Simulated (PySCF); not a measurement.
**Bonding in `C#Cc1cc(C)c([S-])o1`**

C₇H₅OS (charge -1).
Numbering: `[CH:1]#[C:2][c:3]1[cH:4][c:5]([CH3:6])[c:7]([S-:8])[o:9]1` (hydrogens: H10 on C1; H11 on C4; H12, H13, H14 on C6)

Structure used (GFN2-xTB), in Å, numbered top down from 1:
```
atom  x, y, z in Å
C1     3.822   -0.045   -0.054
C2     2.623    0.077    0.020
C3     1.240    0.203    0.098
C4     0.241   -0.665   -0.296
C5    -0.983   -0.051   -0.011
C6    -2.357   -0.570   -0.257
C7    -0.677    1.188    0.559
S8    -1.708    2.391    1.119
O9     0.672    1.341    0.624
H10    4.862   -0.150   -0.131
H11    0.396   -1.633   -0.739
H12   -3.073    0.188    0.057
H13   -2.545   -1.487    0.307
H14   -2.514   -0.787   -1.317
```

Bond orders from the PBE0/pcSseg-1 density (PySCF). Isolated species at its GFN2-xTB geometry, gas phase. The pcSseg-1 basis has no diffuse functions, a weakness for an anion.

How far do the computed orders between heavy atoms stray from the drawn ones?

The largest departure is 0.768, at C1–C2 (drawn triple, 2.232), counting aromatic bonds as 1.5. Drawn single, order above 1.12: C7–S8 (1.385). Drawn double or triple, more than 0.30 short of the drawn order: C1–C2 (2.232). The bonds drawn aromatic range from 0.99 to 1.40. The SMILES, with its formal charges, is one Lewis structure only.

Set the Mayer orders of the bonds beside their lengths.

| bond | drawn as | length (Å) | Mayer order |
| --- | --- | --- | --- |
| C1–C2 | triple | 1.207 | 2.232 |
| C2–C3 | single | 1.391 | 1.104 |
| C3–C4 | aromatic | 1.381 | 1.402 |
| C4–C5 | aromatic | 1.399 | 1.344 |
| C5–C6 | single | 1.490 | 1.077 |
| C5–C7 | aromatic | 1.397 | 1.349 |
| C7–S8 | single | 1.680 | 1.385 |
| C7–O9 | aromatic | 1.359 | 1.024 |
| O9–C3 | aromatic | 1.376 | 0.992 |
| C1–H10 | single | 1.049 | 1.152 |
| C4–H11 | single | 1.076 | 1.024 |
| C6–H12 | single | 1.089 | 0.932 |
| C6–H13 | single | 1.093 | 0.955 |
| C6–H14 | single | 1.093 | 0.956 |

By pair of heavy elements: C–C: lowest C5–C6 (1.077, 1.490 Å), highest C1–C2 (2.232, 1.207 Å); in 2 of the 15 pairs the longer bond (by over 0.003 Å) has the higher order (by 0.02 or more). C–O: lowest O9–C3 (0.992, 1.376 Å), highest C7–O9 (1.024, 1.359 Å).

Sum the orders of all bonds at each heavy atom with more than one neighbour and set the sums beside the valence in the SMILES.

C1 3.384 (drawn 4), C2 3.336 (drawn 4), C3 3.498 (drawn 4), C4 3.770 (drawn 4), C5 3.770 (drawn 4), C6 3.920 (drawn 4), C7 3.758 (drawn 4), O9 2.016 (drawn 2). Orders between atoms that aren't bonded are not in these sums.

Mayer orders depend on the basis set.

The run behind these numbers computed NMR shieldings as well. Hardware: an Arm Neoverse V1 with one thread (shared host). Cost: 26 s of wall time, 0.85 GiB resident at most.
